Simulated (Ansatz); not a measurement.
Ideal-gas functions of H3NOSn, SMILES `[NH2][Sn][OH]` at 800 K and 1 bar, from an Ansatz frequency run at PBE0-D4/def2-TZVP.

Molar mass 151.74 g/mol, point group Cs (symmetry number 1), electronic degeneracy 1, moments of inertia 51.296, 76.735, 128.031 u Å². Harmonic wavenumbers (cm⁻¹, unscaled): 200, 281, 330, 406, 581, 599, 608, 753, 1550, 3568, 3681, 3881.

Use S(trans) = R[1.5 ln M + 2.5 ln T − 1.1517]; rotational temperatures θ = 24.2544 K / I; S(rot) = R[ln(√π/σ · √(T³/θAθBθC)) + 1.5]; for each mode x = 1.438777 ν̃/T, S = R[x/(eˣ − 1) − ln(1 − e⁻ˣ)] and H = RT x/(eˣ − 1); 1 cm⁻¹ = 0.0119627 kJ/mol; R = 8.31446 J/(mol·K).

By hand: the entropy, in J/(mol·K).

Translation 192.0. Rotation: θ = 0.4728, 0.3161, 0.1894 K, giving 115.4. Vibration, mode by mode: 16.86, 14.08, 12.77, 11.11, 8.32, 8.09, 7.97, 6.40, 2.05, 0.10, 0.08, 0.06, in all 87.9. Electronic 0.0. Sum 395.3 J/(mol·K).

By hand: H − E and G − E in kJ/mol, counted from the electronic energy.

Zero-point energy ½ × 16438 × 0.0119627 = 98.3; thermal vibration 35.7; translation, rotation and pV give 4 RT = 26.6. H − E = 160.6 kJ/mol, and G − E = 160.6 − 800 × 395.3/1000 = -155.6 kJ/mol.

Vibration gives 22 % of the entropy. The sum counts one conformer and one mirror image; others add a mixing term.
